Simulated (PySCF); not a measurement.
YOF, SMILES [O]=[Y][F]. The structure is a stationary point at PBE-D3(BJ)/def2-TZVP. The def2 effective core potentials stand for the cores of Y; spin–orbit coupling is left out.

Calculation: PBE-D3(BJ)/def2-TZVP (PySCF).

Harmonic wavenumbers (cm⁻¹): 180, 538, 817. Rotational constants (GHz): 17.87, 5.511, 4.212; symmetry number 1.

Q: Work out the zero-point energy and the ideal-gas rigid-rotor harmonic-oscillator thermochemistry at 298.15 K and 1 atm.

A: ZPE = ½ Σ hcν = ½ × 1536 cm⁻¹ = 9.19 kJ/mol. H − E(el) = 21.37 kJ/mol. Entropy in J/(mol K): translation 168.85, rotation 101.10, vibration 12.94, total 282.89. G − E(el) = -62.98 kJ/mol. Cp = 48.55 J/(mol K).
